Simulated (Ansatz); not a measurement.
`[CH3][SnH]([OH])[AlH2]`, relaxed with RKS PBE-D4/def2-SVP in the Gaussian-basis code of Ansatz from a rough embedded geometry. The force threshold is 0.03 eV/Å; the program also tests the step.

Charge 0, multiplicity 1. Sn takes the def2 core potential.

Start:

```xyz
11

C    -1.389   -0.590   -0.893
Sn   -0.205   -0.140    0.754
O     0.732   -1.763    1.303
Al    1.557    1.674    0.142
H    -1.974    0.345   -1.251
H    -0.820   -0.973   -1.765
H    -2.177   -1.381   -0.633
H    -1.213    0.429    2.109
H     1.298   -2.084    0.529
H     1.596    3.081    0.834
H     2.597    1.402   -1.128
```

Question: How much energy does the relaxation release, and in how many steps? (Best estimate.)

Answer: Computed: 0.38 eV, in 9 steps.

Question: Which bonds change most? (Estimate.)

Answer: Ansatz gave: C1–Sn2 from 2.078 to 2.183 Å; Sn2–O3 from 1.953 to 2.041 Å; Sn2–Al4 from 2.602 to 2.680 Å; Al4–H11 from 1.665 to 1.608 Å.

Question: Give the relaxed structure. (Estimate.)

Answer: Computed: 
```xyz
11

C    -1.594   -0.612   -0.954
Sn   -0.245   -0.048    0.667
O     0.782   -1.720    1.231
Al    1.680    1.739    0.136
H    -2.265    0.235   -1.200
H    -1.018   -0.894   -1.856
H    -2.203   -1.475   -0.621
H    -1.187    0.225    2.099
H     1.447   -1.928    0.548
H     1.659    3.256    0.662
H     2.944    1.222   -0.713
```
